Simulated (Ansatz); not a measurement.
Consider the redistribution: `OC[SiH2][SiH3]` + `O[CH]1[S][GeH2]1` → `OC[SiH2]O` + `[SiH3][CH]1[S][GeH2]1`.

Gas-phase electronic energies from Ansatz, PBE0-D4/def2-TZVP geometries. CCSD(T)/CBS adds triple-zeta CCSD(T) − MP2 to the extrapolated MP2 energy (def2 sets, frozen cores). DFT in def2-TZVPP. B3LYP here is the variant with VWN-RPA as its local correlation; programs differ in this. For Ge outer-core shells are correlated without core-valence functions, which leaves a few kJ/mol of doubt a bond. Scalar relativity is left out up to krypton. Each species was taken in one conformer, which may not be the lowest.

Task: Is it downhill or uphill in electronic energy at CCSD(T)/CBS, and by how much? (Estimate.)

Result: Ansatz gave: Downhill: ΔE = -202.4 kJ/mol.

Task: What do these levels give: r2SCAN-D4, PBE0-D4, B3LYP-D4, ωB97X-V, ωB97M-V, r2SCAN, HF/def2-TZVPP, SCS-MP2/def2-TZVPP, CCSD/def2-TZVPP, CCSD(T)/def2-TZVPP, SCS-MP2/def2-QZVPP, HF/CBS(def2)? (An estimate is asked.)

Result: Computed: r2SCAN-D4 -183.5, PBE0-D4 -175.2, B3LYP-D4 -187.0, ωB97X-V -188.9, ωB97M-V -198.7, r2SCAN -183.1, HF/def2-TZVPP -211.6, SCS-MP2/def2-TZVPP -212.3, CCSD/def2-TZVPP -200.8, CCSD(T)/def2-TZVPP -197.9, SCS-MP2/def2-QZVPP -215.3, HF/CBS(def2) -213.2 kJ/mol.

Largest T1 diagnostic among the species: 0.013.

From PBE to PBE0 (25 % exact exchange), in def2-TZVPP and without D4, ΔE moves by −14.6 kJ/mol. The D4 term adds −4.5 kJ/mol with B3LYP and −2.2 kJ/mol with PBE0; it sums over pairs of atoms, weighted by their polarisabilities, and B3LYP, whose exchange is more repulsive, gets the larger term.
